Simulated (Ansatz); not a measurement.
`C=C(O)[SiH2]O`, 11 atoms. Total charge 0; spin multiplicity 1. All runs use 4 threads of a server CPU on a shared host. Correlated methods freeze the cores.

(1) How many basis functions does each run have, and how long does it take in Ansatz? RKS SPW92 (LDA)/def2-TZVPP energy; RKS LC-ωPBE/def2-TZVPP energy; RKS r2SCANh-D4/def2-TZVPP energy; RHF-MP2/def2-QZVPP energy; RKS PBE0-D4/def2-SVP energy; RKS ωB97M-V/def2-SVP energy; RKS PBE0-D4/def2-TZVP relaxation (27 steps); RHF-CCSD(T)/def2-SVP energy; RKS PBE0-D4/def2-QZVPP energy; direct RPA on PBE orbitals/def2-TZVPP energy; RHF-CCSD(T)/def2-TZVPP energy; RKS PBE-D4/def2-TZVPP energy and forces. (Best estimate.)

## Answers

(1) The calculation gave: Other jobs shared the machine, so times are rough.

| level | job | functions | wall time | peak host memory (GiB) |
| --- | --- | --- | --- | --- |
| RKS PBE0-D4/def2-SVP | energy | 104 | 0.7 s | 0.22 |
| RKS SPW92 (LDA)/def2-TZVPP | energy | 250 | 0.9 s | 0.3 |
| RKS PBE-D4/def2-TZVPP | energy and forces | 250 | 1.8 s | 0.31 |
| RKS LC-ωPBE/def2-TZVPP | energy | 250 | 1.9 s | 0.43 |
| RKS ωB97M-V/def2-SVP | energy | 104 | 3 s | 0.31 |
| RKS r2SCANh-D4/def2-TZVPP | energy | 250 | 3.7 s | 0.6 |
| RHF-CCSD(T)/def2-SVP | energy | 104 | 3.7 s | 0.48 |
| direct RPA on PBE orbitals/def2-TZVPP | energy | 250 | 4 s | 0.59 |
| RKS PBE0-D4/def2-QZVPP | energy | 478 | 6 s | 1.6 |
| RHF-MP2/def2-QZVPP | energy | 478 | 16 s | 2.9 |
| RKS PBE0-D4/def2-TZVP | relaxation (27 steps) | 197 | 64 s | 0.48 |
| RHF-CCSD(T)/def2-TZVPP | energy | 250 | 110 s | 5.5 |

LC-ωPBE has ω = 0.4 bohr⁻¹.
